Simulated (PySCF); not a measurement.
# SMILES CC(C)=C=C(C)C(F)(F)F, C7H9F3

Geometry (Å), atoms numbered from 1 in this order:
```xyz
19

C    -1.9996   -1.4431    0.1434
C    -1.3240   -0.1093   -0.0201
C    -2.2151    1.0930   -0.1694
C    -0.0166    0.0004   -0.0228
C     1.2925    0.1017   -0.0419
C     2.1440    0.0235   -1.2778
C     2.0389    0.3187    1.2463
F     2.7233    1.4727    1.2167
F     2.9432   -0.6531    1.4436
F     1.2440    0.3501    2.3117
H    -2.6487   -1.6530   -0.7230
H    -2.6457   -1.4352    1.0367
H    -1.2752   -2.2614    0.2450
H    -1.6393    2.0204   -0.2840
H    -2.8718    0.9757   -1.0474
H    -2.8697    1.1946    0.7121
H     1.5224   -0.1371   -2.1670
H     2.8672   -0.8028   -1.1957
H     2.7188    0.9536   -1.4096
```

Level of theory: TDDFT CAM-B3LYP/aug-cc-pVDZ excited states, vertical, gas phase in PySCF. Geometry: PBE0-D3(BJ)/def2-SVP.

Singlets 7 and 8 lie within 0.01 eV of each other, so their separate moments and overlaps can depend on how they mix.

(1) How strongly do the lowest singlets absorb one photon, and two photons of half the energy?

## Answers

(1) δ for parallel linear polarisation; σ at the peak of a Lorentzian of half width 0.1 eV, single beam; Ω is circular over linear.
| state | E (eV) | f | photon λ (nm) | δ (au) | σ (GM) | Ω | main |
| --- | --- | --- | --- | --- | --- | --- | --- |
| S1 | 5.62 | 0.000 | 441 | 0.17 | 0.00 | 1.48 | HOMO→LUMO+7 0.41, HOMO→LUMO+2 0.28 |
| S2 | 6.28 | 0.000 | 395 | 0.74 | 0.01 | 1.50 | HOMO−1→LUMO+10 0.43, HOMO−1→LUMO+1 0.17 |
| S3 | 6.41 | 0.004 | 387 | 70.2 | 1.06 | 1.35 | HOMO→LUMO 0.89 |
| S4 | 6.85 | 0.012 | 362 | 23.7 | 0.41 | 1.50 | HOMO−1→LUMO 0.74 |
| S5 | 6.96 | 0.111 | 356 | 6.44 | 0.11 | 1.50 | HOMO→LUMO+1 0.50, HOMO→LUMO+3 0.22 |
| S6 | 7.26 | 0.598 | 342 | 53.2 | 1.03 | 0.38 | HOMO−1→LUMO+2 0.50, HOMO−1→LUMO+7 0.19 |
